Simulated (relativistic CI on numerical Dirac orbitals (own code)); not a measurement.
d4 in a ligand field

Computed with a parametric ligand-field model of a d^n configuration (Racah B and C, spin-orbit zeta, crystal field), exact diagonalisation.

Field parameters in Wybourne normalisation: Oh B⁴₀ = 21Dq, B⁴₄ = √(5/14) B⁴₀; Td as Oh with Dq negative (B⁴₀ = 21Dq, B⁴₄ = √(5/14) B⁴₀). The field is a parameter set, without covalency.

(1) Ground term and bands for B = 450, C = 1810, ζ = 0 cm⁻¹, Td, 10Dq = -2100 cm⁻¹?

(2) A d4 ion in Oh symmetry has the ground term 3T1 and bands at 5E 5809 cm⁻¹ (1721 nm), 1T2 8469 cm⁻¹ (1181 nm), 1E 9292 cm⁻¹ (1076 nm), 3E 21004 cm⁻¹ (476 nm), 3T1 21789 cm⁻¹ (459 nm), 3T2 22521 cm⁻¹ (444 nm), 3A1 23429 cm⁻¹ (427 nm). Which parameters reproduce them?

(3) Ground term and bands for B = 920, C = 3470, ζ = 0 cm⁻¹, Td, 10Dq = -6900 cm⁻¹?

(4) Ground term and bands for B = 560, C = 2210, ζ = 0 cm⁻¹, Oh, 10Dq = 25200 cm⁻¹?

(5) Ground term and bands for B = 590, C = 2450, ζ = 0 cm⁻¹, Oh, 10Dq = 21000 cm⁻¹?

Answers

(1) Ground term 5T2 with 2.00 electrons in the two orbitals of the cubic e set. Spin-allowed: 5E 2100 cm⁻¹. Lowest spin-forbidden: 3T1 7815 cm⁻¹ (1280 nm), 3T2 8733 cm⁻¹ (1145 nm), 3T1 9494 cm⁻¹ (1053 nm).

(2) B = 620, C = 3010, ζ = 0 cm⁻¹, Oh, 10Dq = 23700 cm⁻¹.

(3) Ground term 5T2 with 2.00 electrons in the two orbitals of the cubic e set. Spin-allowed: 5E 6900 cm⁻¹ (1449 nm). Lowest spin-forbidden: 3T1 12697 cm⁻¹ (788 nm), 1A1 15131 cm⁻¹ (661 nm), 3T2 15688 cm⁻¹ (637 nm).

(4) Ground term 3T1 with 0.02 electrons in the two orbitals of the cubic e set. Spin-allowed: 3E 23085 cm⁻¹ (433 nm), 3T1 23625 cm⁻¹ (423 nm), 3T2 24264 cm⁻¹ (412 nm), 3A1 25264 cm⁻¹ (396 nm). Lowest spin-forbidden: 1T2 6702 cm⁻¹ (1492 nm), 1E 7461 cm⁻¹ (1340 nm), 5E 11384 cm⁻¹ (878 nm).

(5) Ground term 3T1 with 0.03 electrons in the two orbitals of the cubic e set. Spin-allowed: 3E 18780 cm⁻¹ (532 nm), 3T1 19396 cm⁻¹ (516 nm), 3T2 20058 cm⁻¹ (499 nm), 3A1 21093 cm⁻¹ (474 nm). Lowest spin-forbidden: 5E 5983 cm⁻¹ (1671 nm), 1T2 7159 cm⁻¹ (1397 nm), 1E 7995 cm⁻¹ (1251 nm).
